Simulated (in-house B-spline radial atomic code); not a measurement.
Results of a calculation; reference values are marked as such.
Two electrons in Ge: a Gaussian well −V exp(−r²/w²) with V = 84.1 meV and w = 25.9 nm

For Ge the NSM archive of the Ioffe Institute lists m_l = 1.6 m0, m_t = 0.08 m0 and ε = 16.2; the model takes one isotropic valley with the conductivity mass 3/(1/m_l + 2/m_t) = 0.117 m0, and so misses anisotropy and the other valleys. All triplets below are those of one valley; with several valleys two electrons can form a triplet in the 1s orbital itself, at an energy set by the valley splitting.

Effective-mass model with parabolic bands, a uniform dielectric constant, no image charges, no central-cell or spin-orbit terms. Two-electron levels come from full CI in B-splines with partial waves to l = 5 (up to 0.001 effective hartree above the limit).

**Question.** What are the effective units, and what is the potential in them?

**Answer.** Ha* = 27211.386 meV × 0.117/16.2² = 12.13 meV and a* = 0.0529177 nm × 16.2/0.117 = 7.327 nm. V = 6.93 Ha* and w = 3.54 a*.

In these units the lowest s and p orbitals lie at -5.428556 and -4.480918, and their Coulomb and exchange integrals are J_ss = 0.780272, J_sp = 0.639472 and K_sp = 0.1255. Full CI gives -10.145987 for the ground singlet, -9.413177 for the sp triplet, -9.213576 for the sp singlet and -8.591746 for the lowest triplet of two s orbitals.

**Question.** What does it cost to add the second electron, to first order and exactly?

**Answer.** To first order E = 2ε_s + J_ss = -10.076840, so the charging energy E(2) − 2E(1) is J_ss = 9.466 meV. CI gives -10.145987 − 2 × (-5.428556) = 0.711125, or 8.627 meV: relaxation and correlation lower it by 0.8388 meV, 8.9 % of J_ss. The s² configuration of one-electron orbitals holds 97.1 % of the state, and the mean radius is 9.1 nm. The second electron is bound by ε_s − E = 57.23 meV, against 65.86 meV for the first.

**Question.** How far above the singlet do the triplets lie?

**Answer.** To first order the sp triplet lies at ε_s + ε_p + J_sp − K_sp = -9.395508, which is 8.265 meV above 2ε_s + J_ss. CI gives -9.413177 − (-10.145987) = 0.732810, or 8.89 meV, 77 % of the orbital spacing of 11.5 meV. The ss triplet lies 18.85 meV up, so the lower of the two is the sp one, and its gap equals k_BT at 103 K. The sp singlet-triplet splitting is 2.421 meV, against 2K_sp = 3.045 meV.
